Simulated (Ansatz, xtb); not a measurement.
# AsGaH3: where a starting geometry ends

The starting geometry of this gas-phase doublet has its atoms placed at random.

```xyz
5

As    1.1890   -1.0499    0.8109
Ga   -1.2912    0.5881   -0.5513
H    -1.5035   -1.1492   -0.0200
H    -0.3936   -0.9078   -0.6151
H    -1.0892    1.3035    0.6550
```

Task: One run relaxed it with r2SCAN-D4/def2-SVP. What is a likely outcome?

Result: It ends as `[GaH2][AsH]`. Distances that change by over a tenth: Ga2–H3 (1.83 → 1.57 Å), Ga2–H5 (1.42 → 1.57 Å). Contacts that open: Ga2–H4 (1.75 → 2.86 Å). Contacts that close: As1–Ga2 (3.27 → 2.41 Å), As1–H4 (2.13 → 1.53 Å).

The energy falls by 4.18 eV over 16 steps:

| step | E − E(last) (eV) |
| --- | --- |
| 1 | 4.181 |
| 3 | 2.654 |
| 4 | 2.378 |
| 6 | 1.959 |
| 8 | 1.169 |
| 9 | 0.711 |
| 11 | 0.107 |
| 13 | 0.003 |
| 14 | 0.000 |
| 16 | 0.000 |

Final geometry (Å):

```xyz
5

As    1.1325   -0.5868   -0.0103
Ga   -1.1246    0.2655    0.0453
H    -2.2527   -0.4582   -0.7693
H     0.6001   -2.0115    0.1692
H    -1.4437    1.5758    0.8445
```

From the same start GFN2-xTB ends elsewhere, differing in As1–H5 (1.53 against 3.47 Å here), Ga2–H3 (2.03 against 1.57 Å here), Ga2–H5 (3.08 against 1.57 Å here).

From so rough a start the end depends on the optimiser's path, so another program may land elsewhere. The end wasn't checked by frequencies. Open shells are spin-unrestricted. Run with Ansatz 0.2.0, 2.6 min on 1 thread of Intel(R) Xeon(R) Platinum 8375C CPU @ 2.90GHz (Ice Lake) (shared host).
